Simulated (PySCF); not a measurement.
J couplings in B(H2O)F3

Geometry:
```csv
atom,x (Å),y (Å),z (Å)
B1,0.182,-0.079,-0.718
O2,0.006,-0.127,1.027
H3,-0.912,-0.366,1.222
H4,0.140,0.765,1.379
F5,1.514,-0.033,-0.856
F6,-0.483,1.063,-1.011
F7,-0.447,-1.224,-1.043
```

Couplings: B3LYP/pcJ-1 in PySCF 2.14.0 with density-fitted response routines, geometry PBE0-D3(BJ)/def2-SVP; gas phase, one conformer, non-relativistic. Couplings are averaged over pairs made equivalent by symmetry, fast rotation or ring inversion, so a value needn't be that of the named pair in this geometry, while other rotamers aren't included; one pair stands for each set, and the list holds those of at least 0.8 Hz over up to four bonds.

Isotopes: 17O, 1H, 11B, 19F. Couplings to quadrupolar nuclei such as 17O and 33S are rarely resolved in practice.

```tsv
pair	bonds	J (Hz)
B1, O2	1	2.7
B1, F5	1	-56.8
O2, H3	1	-85.4
B1, H3	2	-0.9
O2, F5	2	?
H3, H4	2	-8.1
F5, F6	2	-64.7
H3, F5	3	?
```

**Question.** Estimate the withheld couplings, with signs.

**Answer.** 
- 2J(O2,F5) = -20.7 Hz (mean over equivalent pairs that range from -33.5 to -2.4 Hz in this conformer)
- 3J(H3,F5) = 1.9 Hz (mean over equivalent pairs that range from -2.7 to 9.5 Hz in this conformer)
